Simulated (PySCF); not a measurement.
Compound: 2-bromoacrolein, C3H3BrO.
Atom-mapped SMILES: `[CH2:1]=[C:2]([Br:3])[CH:4]=[O:5]` (hydrogens: H6, H7 on C1; H8 on C4)

A linear-response calculation (PySCF, def2-SVPD basis, gas phase, vertical, core orbitals frozen in the response) gave these numbers; the functional is withheld.

Orbital energies (eV): HOMO-3 -11.50, HOMO-2 -10.27, HOMO-1 -9.62, HOMO -9.18, LUMO -1.34, LUMO+1 0.61, LUMO+2 1.25.

```json
{"state": "S1", "E (eV)": "3.78", "f": "0.0004", "main configurations (H = HOMO, L = LUMO)": "H-1→L (90%)"}
{"state": "S2", "E (eV)": "5.04", "f": "0.100", "main configurations (H = HOMO, L = LUMO)": "H→L (98%)"}
{"state": "S3", "E (eV)": "5.67", "f": "0.0009", "main configurations (H = HOMO, L = LUMO)": "H-2→L (94%)"}
{"state": "S4", "E (eV)": "5.99", "f": "0.0001", "main configurations (H = HOMO, L = LUMO)": "H→L+1 (89%)"}
{"state": "S5", "E (eV)": "6.80", "f": "0.0004", "main configurations (H = HOMO, L = LUMO)": "H-2→L+1 (62%), H-1→L+1 (29%)"}
{"state": "S6", "E (eV)": "6.97", "f": "0.109", "main configurations (H = HOMO, L = LUMO)": "H-3→L (86%)"}
```

Triplets (Tamm–Dancoff): T1 3.18 eV, H→L (82%), H-3→L (12%); T2 3.26 eV, H-1→L (87%); T3 5.46 eV, H→L+1 (83%); T4 5.58 eV, H-2→L (89%).

Vertical ionisation energy by ΔSCF with the same functional: 10.15 eV. Mean static polarisability: 61.0 au.

Question: Which of these was used?
A. PBE
B. HF
C. B3LYP
D. CAM-B3LYP

Answer: D. CAM-B3LYP is range-separated, 19% exact exchange at short range and 65% at long range (ω = 0.33 bohr⁻¹). In this run −ε(HOMO) = 9.18 eV differs from the ΔSCF value by -0.97 eV, and S1 differs from the orbital gap of 7.83 eV by -4.05 eV. The ratio −ε(HOMO)/IP is 0.90. Small neutral molecules mostly give 0.85 to 0.93 with CAM-B3LYP, 0.5 to 0.7 with PBE, 0.67 to 0.83 with B3LYP; Hartree–Fock can't fall below 1, since the ion's relaxation only lowers the ΔSCF value. The other options: PBE, a GGA without exact exchange; HF, time-dependent Hartree–Fock, 100% exact exchange; B3LYP, a global hybrid with 20% exact exchange.

Method used: TDDFT CAM-B3LYP/def2-SVPD, vertical, gas phase, core orbitals frozen in the response in PySCF. Geometry: PBE0-D3(BJ)/def2-SVP, one conformer, isolated molecule. Relativistic effects, spin–orbit coupling among them, are left out although an element past zinc is present.

The values belong to the conformer `[CH2:1]=[C:2]([Br:3])[CH:4]=[O:5]`: C1–C2–C4–O5 -1°.
